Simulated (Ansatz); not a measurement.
**Molecular dynamics of C2H6F3NSi**

input.yaml

```yaml
crystal:
  periodic: [false, false, false]
  atoms:
    - { symbol: Si, position_ang: [0.00922, -0.033056, 0.074744] }
    - { symbol: "N", position_ang: [0.026567, -0.066232, 1.747721] }
    - { symbol: C, position_ang: [-1.143539, -0.420137, 2.533455] }
    - { symbol: H, position_ang: [-1.914696, -0.840141, 1.901406] }
    - { symbol: H, position_ang: [-0.882579, -1.16491, 3.279499] }
    - { symbol: H, position_ang: [-1.553859, 0.446524, 3.045581] }
    - { symbol: C, position_ang: [1.137971, 0.446764, 2.530836] }
    - { symbol: H, position_ang: [1.438787, -0.283071, 3.276684] }
    - { symbol: H, position_ang: [1.991784, 0.64464, 1.896792] }
    - { symbol: H, position_ang: [0.87006, 1.367313, 3.043264] }
    - { symbol: F, position_ang: [1.466427, -0.220287, -0.484256] }
    - { symbol: F, position_ang: [-0.525628, 1.296453, -0.581958] }
    - { symbol: F, position_ang: [-0.918915, -1.173859, -0.480668] }
basis:
  gaussian: { orbitals: "6-31G*" }
hamiltonian:
  xc: hf
md:
  timestep: 0.25
  n_steps: 166
  ensemble: nve
  temperature: 2000.0
  initial_velocities: maxwell_boltzmann
  seed: 876525
```

Command:

```bash
$ ansatz run input.yaml --threads 4 --pin off --max-ram 5120MiB --backend cpu --events-out ev --progress --plain --runs-dir out
```

It starts from a relaxed structure.

Output, in part (one step line in 2, the closing report, with atoms numbered from 0):

```
md step     0: t =     0.00 fs  T =  2000.0 K  F+E_penalty+E_count = -19623.33298130 eV  E_kin = 2.843720 eV  conserved = -19620.48926132 eV  (33 SCF iters)
md step     2: t =     0.50 fs  T =  1965.0 K  F+E_penalty+E_count = -19623.28302394 eV  E_kin = 2.793959 eV  conserved = -19620.48906528 eV  (33 SCF iters)
md step     4: t =     1.00 fs  T =  1866.6 K  F+E_penalty+E_count = -19623.14278242 eV  E_kin = 2.654080 eV  conserved = -19620.48870244 eV  (33 SCF iters)
md step     6: t =     1.50 fs  T =  1720.4 K  F+E_penalty+E_count = -19622.93436622 eV  E_kin = 2.446102 eV  conserved = -19620.48826440 eV  (33 SCF iters)
md step     8: t =     2.00 fs  T =  1545.5 K  F+E_penalty+E_count = -19622.68528172 eV  E_kin = 2.197463 eV  conserved = -19620.48781891 eV  (33 SCF iters)
md step    10: t =     2.50 fs  T =  1361.9 K  F+E_penalty+E_count = -19622.42384889 eV  E_kin = 1.936432 eV  conserved = -19620.48741695 eV  (33 SCF iters)
md step    12: t =     3.00 fs  T =  1187.6 K  F+E_penalty+E_count = -19622.17565224 eV  E_kin = 1.688549 eV  conserved = -19620.48710284 eV  (33 SCF iters)
md step    14: t =     3.50 fs  T =  1036.5 K  F+E_penalty+E_count = -19621.96061704 eV  E_kin = 1.473705 eV  conserved = -19620.48691188 eV  (33 SCF iters)
md step    16: t =     4.00 fs  T =   917.1 K  F+E_penalty+E_count = -19621.79078855 eV  E_kin = 1.303926 eV  conserved = -19620.48686268 eV  (25 SCF iters)
md step    18: t =     4.50 fs  T =   831.5 K  F+E_penalty+E_count = -19621.66928025 eV  E_kin = 1.182333 eV  conserved = -19620.48694753 eV  (25 SCF iters)
md step    20: t =     5.00 fs  T =   776.3 K  F+E_penalty+E_count = -19621.59093549 eV  E_kin = 1.103810 eV  conserved = -19620.48712576 eV  (25 SCF iters)
md step    22: t =     5.50 fs  T =   743.9 K  F+E_penalty+E_count = -19621.54508156 eV  E_kin = 1.057759 eV  conserved = -19620.48732257 eV  (25 SCF iters)
md step    24: t =     6.00 fs  T =   726.4 K  F+E_penalty+E_count = -19621.52033040 eV  E_kin = 1.032889 eV  conserved = -19620.48744101 eV  (33 SCF iters)
md step    26: t =     6.50 fs  T =   719.5 K  F+E_penalty+E_count = -19621.51047471 eV  E_kin = 1.023074 eV  conserved = -19620.48740103 eV  (34 SCF iters)
md step    28: t =     7.00 fs  T =   725.7 K  F+E_penalty+E_count = -19621.51910301 eV  E_kin = 1.031907 eV  conserved = -19620.48719578 eV  (25 SCF iters)
md step    30: t =     7.50 fs  T =   754.4 K  F+E_penalty+E_count = -19621.55952065 eV  E_kin = 1.072586 eV  conserved = -19620.48693465 eV  (25 SCF iters)
md step    32: t =     8.00 fs  T =   816.5 K  F+E_penalty+E_count = -19621.64780511 eV  E_kin = 1.160998 eV  conserved = -19620.48680707 eV  (26 SCF iters)
md step    34: t =     8.50 fs  T =   917.4 K  F+E_penalty+E_count = -19621.79143775 eV  E_kin = 1.304479 eV  conserved = -19620.48695831 eV  (33 SCF iters)
md step    36: t =     9.00 fs  T =  1050.3 K  F+E_penalty+E_count = -19621.98075865 eV  E_kin = 1.493380 eV  conserved = -19620.48737859 eV  (33 SCF iters)
md step    38: t =     9.50 fs  T =  1196.7 K  F+E_penalty+E_count = -19622.18951923 eV  E_kin = 1.701599 eV  conserved = -19620.48792067 eV  (33 SCF iters)
md step    40: t =    10.00 fs  T =  1333.0 K  F+E_penalty+E_count = -19622.38369548 eV  E_kin = 1.895284 eV  conserved = -19620.48841129 eV  (33 SCF iters)
md step    42: t =    10.50 fs  T =  1437.2 K  F+E_penalty+E_count = -19622.53228287 eV  E_kin = 2.043551 eV  conserved = -19620.48873237 eV  (33 SCF iters)
md step    44: t =    11.00 fs  T =  1495.4 K  F+E_penalty+E_count = -19622.61502337 eV  E_kin = 2.126191 eV  conserved = -19620.48883227 eV  (35 SCF iters)
md step    46: t =    11.50 fs  T =  1503.1 K  F+E_penalty+E_count = -19622.62586840 eV  E_kin = 2.137154 eV  conserved = -19620.48871469 eV  (34 SCF iters)
md step    48: t =    12.00 fs  T =  1465.9 K  F+E_penalty+E_count = -19622.57267856 eV  E_kin = 2.084248 eV  conserved = -19620.48843103 eV  (34 SCF iters)
md step    50: t =    12.50 fs  T =  1396.6 K  F+E_penalty+E_count = -19622.47380308 eV  E_kin = 1.985736 eV  conserved = -19620.48806694 eV  (33 SCF iters)
md step    52: t =    13.00 fs  T =  1311.6 K  F+E_penalty+E_count = -19622.35265079 eV  E_kin = 1.864937 eV  conserved = -19620.48771363 eV  (33 SCF iters)
md step    54: t =    13.50 fs  T =  1226.9 K  F+E_penalty+E_count = -19622.23193215 eV  E_kin = 1.744489 eV  conserved = -19620.48744306 eV  (34 SCF iters)
md step    56: t =    14.00 fs  T =  1154.7 K  F+E_penalty+E_count = -19622.12906447 eV  E_kin = 1.641767 eV  conserved = -19620.48729785 eV  (33 SCF iters)
md step    58: t =    14.50 fs  T =  1101.5 K  F+E_penalty+E_count = -19622.05348125 eV  E_kin = 1.566193 eV  conserved = -19620.48728870 eV  (34 SCF iters)
md step    60: t =    15.00 fs  T =  1068.0 K  F+E_penalty+E_count = -19622.00593052 eV  E_kin = 1.518531 eV  conserved = -19620.48739951 eV  (33 SCF iters)
md step    62: t =    15.50 fs  T =  1049.3 K  F+E_penalty+E_count = -19621.97953471 eV  E_kin = 1.491942 eV  conserved = -19620.48759225 eV  (33 SCF iters)
md step    64: t =    16.00 fs  T =  1037.0 K  F+E_penalty+E_count = -19621.96233390 eV  E_kin = 1.474524 eV  conserved = -19620.48781000 eV  (33 SCF iters)
md step    66: t =    16.50 fs  T =  1021.9 K  F+E_penalty+E_count = -19621.94097417 eV  E_kin = 1.452988 eV  conserved = -19620.48798663 eV  (34 SCF iters)
md step    68: t =    17.00 fs  T =   996.5 K  F+E_penalty+E_count = -19621.90493525 eV  E_kin = 1.416872 eV  conserved = -19620.48806347 eV  (34 SCF iters)
md step    70: t =    17.50 fs  T =   958.1 K  F+E_penalty+E_count = -19621.85026969 eV  E_kin = 1.362261 eV  conserved = -19620.48800854 eV  (34 SCF iters)
md step    72: t =    18.00 fs  T =   909.9 K  F+E_penalty+E_count = -19621.78159351 eV  E_kin = 1.293763 eV  conserved = -19620.48783043 eV  (33 SCF iters)
md step    74: t =    18.50 fs  T =   860.8 K  F+E_penalty+E_count = -19621.71153068 eV  E_kin = 1.223960 eV  conserved = -19620.48757077 eV  (34 SCF iters)
md step    76: t =    19.00 fs  T =   823.3 K  F+E_penalty+E_count = -19621.65787326 eV  E_kin = 1.170578 eV  conserved = -19620.48729482 eV  (33 SCF iters)
md step    78: t =    19.50 fs  T =   810.1 K  F+E_penalty+E_count = -19621.63889659 eV  E_kin = 1.151787 eV  conserved = -19620.48710990 eV  (34 SCF iters)
md step    80: t =    20.00 fs  T =   829.2 K  F+E_penalty+E_count = -19621.66612823 eV  E_kin = 1.178958 eV  conserved = -19620.48716995 eV  (33 SCF iters)
md step    82: t =    20.50 fs  T =   877.5 K  F+E_penalty+E_count = -19621.73524007 eV  E_kin = 1.247676 eV  conserved = -19620.48756378 eV  (33 SCF iters)
md step    84: t =    21.00 fs  T =   937.9 K  F+E_penalty+E_count = -19621.82166113 eV  E_kin = 1.333499 eV  conserved = -19620.48816224 eV  (33 SCF iters)
md step    86: t =    21.50 fs  T =   984.7 K  F+E_penalty+E_count = -19621.88871606 eV  E_kin = 1.400054 eV  conserved = -19620.48866220 eV  (35 SCF iters)
md step    88: t =    22.00 fs  T =   996.3 K  F+E_penalty+E_count = -19621.90537287 eV  E_kin = 1.416554 eV  conserved = -19620.48881919 eV  (33 SCF iters)
md step    90: t =    22.50 fs  T =   965.0 K  F+E_penalty+E_count = -19621.86071235 eV  E_kin = 1.372109 eV  conserved = -19620.48860348 eV  (33 SCF iters)
md step    92: t =    23.00 fs  T =   898.9 K  F+E_penalty+E_count = -19621.76628605 eV  E_kin = 1.278132 eV  conserved = -19620.48815438 eV  (33 SCF iters)
md step    94: t =    23.50 fs  T =   816.3 K  F+E_penalty+E_count = -19621.64834837 eV  E_kin = 1.160694 eV  conserved = -19620.48765391 eV  (33 SCF iters)
md step    96: t =    24.00 fs  T =   738.3 K  F+E_penalty+E_count = -19621.53700472 eV  E_kin = 1.049763 eV  conserved = -19620.48724128 eV  (34 SCF iters)
md step    98: t =    24.50 fs  T =   682.6 K  F+E_penalty+E_count = -19621.45750839 eV  E_kin = 0.970518 eV  conserved = -19620.48699048 eV  (25 SCF iters)
md step   100: t =    25.00 fs  T =   660.0 K  F+E_penalty+E_count = -19621.42541808 eV  E_kin = 0.938498 eV  conserved = -19620.48691986 eV  (25 SCF iters)
md step   102: t =    25.50 fs  T =   673.9 K  F+E_penalty+E_count = -19621.44523115 eV  E_kin = 0.958224 eV  conserved = -19620.48700751 eV  (26 SCF iters)
md step   104: t =    26.00 fs  T =   720.4 K  F+E_penalty+E_count = -19621.51154089 eV  E_kin = 1.024332 eV  conserved = -19620.48720929 eV  (33 SCF iters)
md step   106: t =    26.50 fs  T =   790.8 K  F+E_penalty+E_count = -19621.61181776 eV  E_kin = 1.124350 eV  conserved = -19620.48746746 eV  (33 SCF iters)
md step   108: t =    27.00 fs  T =   873.7 K  F+E_penalty+E_count = -19621.72998777 eV  E_kin = 1.242259 eV  conserved = -19620.48772901 eV  (33 SCF iters)
md step   110: t =    27.50 fs  T =   957.8 K  F+E_penalty+E_count = -19621.84976965 eV  E_kin = 1.361804 eV  conserved = -19620.48796564 eV  (34 SCF iters)
md step   112: t =    28.00 fs  T =  1032.7 K  F+E_penalty+E_count = -19621.95656484 eV  E_kin = 1.468378 eV  conserved = -19620.48818726 eV  (33 SCF iters)
md step   114: t =    28.50 fs  T =  1089.3 K  F+E_penalty+E_count = -19622.03723069 eV  E_kin = 1.548811 eV  conserved = -19620.48841973 eV  (32 SCF iters)
md step   116: t =    29.00 fs  T =  1118.6 K  F+E_penalty+E_count = -19622.07908023 eV  E_kin = 1.590444 eV  conserved = -19620.48863619 eV  (32 SCF iters)
md step   118: t =    29.50 fs  T =  1113.5 K  F+E_penalty+E_count = -19622.07199265 eV  E_kin = 1.583298 eV  conserved = -19620.48869459 eV  (32 SCF iters)
md step   120: t =    30.00 fs  T =  1074.6 K  F+E_penalty+E_count = -19622.01642439 eV  E_kin = 1.527999 eV  conserved = -19620.48842568 eV  (33 SCF iters)
md step   122: t =    30.50 fs  T =  1015.5 K  F+E_penalty+E_count = -19621.93183359 eV  E_kin = 1.443954 eV  conserved = -19620.48788001 eV  (34 SCF iters)
md step   124: t =    31.00 fs  T =   959.7 K  F+E_penalty+E_count = -19621.85206452 eV  E_kin = 1.364623 eV  conserved = -19620.48744158 eV  (34 SCF iters)
md step   126: t =    31.50 fs  T =   925.3 K  F+E_penalty+E_count = -19621.80309072 eV  E_kin = 1.315601 eV  conserved = -19620.48748971 eV  (33 SCF iters)
md step   128: t =    32.00 fs  T =   910.2 K  F+E_penalty+E_count = -19621.78210939 eV  E_kin = 1.294156 eV  conserved = -19620.48795345 eV  (34 SCF iters)
md step   130: t =    32.50 fs  T =   895.4 K  F+E_penalty+E_count = -19621.76155214 eV  E_kin = 1.273156 eV  conserved = -19620.48839599 eV  (36 SCF iters)
md step   132: t =    33.00 fs  T =   861.7 K  F+E_penalty+E_count = -19621.71368861 eV  E_kin = 1.225205 eV  conserved = -19620.48848399 eV  (34 SCF iters)
md step   134: t =    33.50 fs  T =   803.4 K  F+E_penalty+E_count = -19621.63050860 eV  E_kin = 1.142291 eV  conserved = -19620.48821801 eV  (34 SCF iters)
md step   136: t =    34.00 fs  T =   729.6 K  F+E_penalty+E_count = -19621.52517105 eV  E_kin = 1.037374 eV  conserved = -19620.48779745 eV  (34 SCF iters)
md step   138: t =    34.50 fs  T =   656.7 K  F+E_penalty+E_count = -19621.42117181 eV  E_kin = 0.933749 eV  conserved = -19620.48742259 eV  (34 SCF iters)
md step   140: t =    35.00 fs  T =   600.2 K  F+E_penalty+E_count = -19621.34055574 eV  E_kin = 0.853358 eV  conserved = -19620.48719823 eV  (33 SCF iters)
md step   142: t =    35.50 fs  T =   569.8 K  F+E_penalty+E_count = -19621.29728753 eV  E_kin = 0.810157 eV  conserved = -19620.48713024 eV  (34 SCF iters)
md step   144: t =    36.00 fs  T =   569.2 K  F+E_penalty+E_count = -19621.29644342 eV  E_kin = 0.809280 eV  conserved = -19620.48716343 eV  (34 SCF iters)
md step   146: t =    36.50 fs  T =   597.8 K  F+E_penalty+E_count = -19621.33718020 eV  E_kin = 0.849949 eV  conserved = -19620.48723138 eV  (34 SCF iters)
md step   148: t =    37.00 fs  T =   653.4 K  F+E_penalty+E_count = -19621.41639172 eV  E_kin = 0.929084 eV  conserved = -19620.48730786 eV  (33 SCF iters)
md step   150: t =    37.50 fs  T =   733.3 K  F+E_penalty+E_count = -19621.53003032 eV  E_kin = 1.042599 eV  conserved = -19620.48743110 eV  (33 SCF iters)
md step   152: t =    38.00 fs  T =   832.2 K  F+E_penalty+E_count = -19621.67093826 eV  E_kin = 1.183272 eV  conserved = -19620.48766671 eV  (34 SCF iters)
md step   154: t =    38.50 fs  T =   940.4 K  F+E_penalty+E_count = -19621.82522390 eV  E_kin = 1.337179 eV  conserved = -19620.48804464 eV  (34 SCF iters)
md step   156: t =    39.00 fs  T =  1042.6 K  F+E_penalty+E_count = -19621.97088747 eV  E_kin = 1.482372 eV  conserved = -19620.48851518 eV  (34 SCF iters)
md step   158: t =    39.50 fs  T =  1120.0 K  F+E_penalty+E_count = -19622.08140823 eV  E_kin = 1.592486 eV  conserved = -19620.48892218 eV  (34 SCF iters)
md step   160: t =    40.00 fs  T =  1158.0 K  F+E_penalty+E_count = -19622.13552306 eV  E_kin = 1.646503 eV  conserved = -19620.48901963 eV  (34 SCF iters)
md step   162: t =    40.50 fs  T =  1155.4 K  F+E_penalty+E_count = -19622.13143873 eV  E_kin = 1.642811 eV  conserved = -19620.48862764 eV  (33 SCF iters)
md step   164: t =    41.00 fs  T =  1130.7 K  F+E_penalty+E_count = -19622.09555075 eV  E_kin = 1.607629 eV  conserved = -19620.48792208 eV  (33 SCF iters)
md step   166: t =    41.50 fs  T =  1113.3 K  F+E_penalty+E_count = -19622.07047231 eV  E_kin = 1.583013 eV  conserved = -19620.48745952 eV  (34 SCF iters)
Total energy: -19622.07047231 eV, -721.0977895402 hartree
Atom 0 at     0.004211    -0.103022     0.068490 Å, force    -2.238610     1.673589     1.824744 eV/Å
Atom 1 at     0.048635    -0.173319     1.814090 Å, force     2.915087     1.561816    -4.094725 eV/Å
Atom 2 at    -1.001354    -0.512429     2.633892 Å, force    -1.614640     0.609916     3.434664 eV/Å
Atom 3 at    -1.759140    -1.180266     2.285584 Å, force     0.017132    -0.440632    -0.921269 eV/Å
Atom 4 at    -0.579265    -0.953905     3.521021 Å, force    -0.098484    -0.603092     0.459874 eV/Å
Atom 5 at    -1.533661     0.356138     3.036994 Å, force    -0.195835     0.104834    -0.301268 eV/Å
Atom 6 at     1.078350     0.778645     2.453715 Å, force     1.130379    -4.538620    -4.293683 eV/Å
Atom 7 at     1.226831     0.417802     3.386254 Å, force     0.949348    -1.409178     2.922735 eV/Å
Atom 8 at     2.063422     0.782126     1.870822 Å, force    -1.839700    -0.061191     0.944775 eV/Å
Atom 9 at     0.721374     1.691126     2.574245 Å, force    -1.787029     4.458082    -0.028764 eV/Å
Atom 10 at     1.425873    -0.447253    -0.370631 Å, force     2.000974     0.149542    -0.913708 eV/Å
Atom 11 at    -0.554537     1.325692    -0.417410 Å, force     1.099491    -0.627398     0.348442 eV/Å
Atom 12 at    -0.920600    -0.995236    -0.825562 Å, force    -0.338113    -0.877668     0.618183 eV/Å
Dipole moment:     0.083599     0.064489     0.612121 e Å
```

All steps were run. The conserved energy stayed within 0.19 meV per atom of its start (net change 0.14 meV per atom), so the integration is sound. A run of 0.042 ps of so small a system gives no equilibrium averages.

The same pairs are bonded in the first frame and the last. Pairs count as bonded within 1.25 times the sum of covalent radii (0.12 Å more for H–H).

Last frame:

```xyz
13
Properties=species:S:1:pos:R:3
Si 0.004 -0.103 0.069
N 0.049 -0.173 1.814
C -1.001 -0.512 2.634
H -1.759 -1.180 2.286
H -0.579 -0.954 3.521
H -1.534 0.356 3.037
C 1.078 0.779 2.454
H 1.227 0.418 3.386
H 2.063 0.782 1.871
H 0.721 1.691 2.574
F 1.426 -0.447 -0.371
F -0.554 1.326 -0.417
F -0.921 -0.995 -0.826
```

Run time: 9.1 min on 4 threads of Intel(R) Xeon(R) Processor @ 2.50GHz (Skylake/Cascade Lake), with other jobs on the host, peak memory 0.29 GiB.
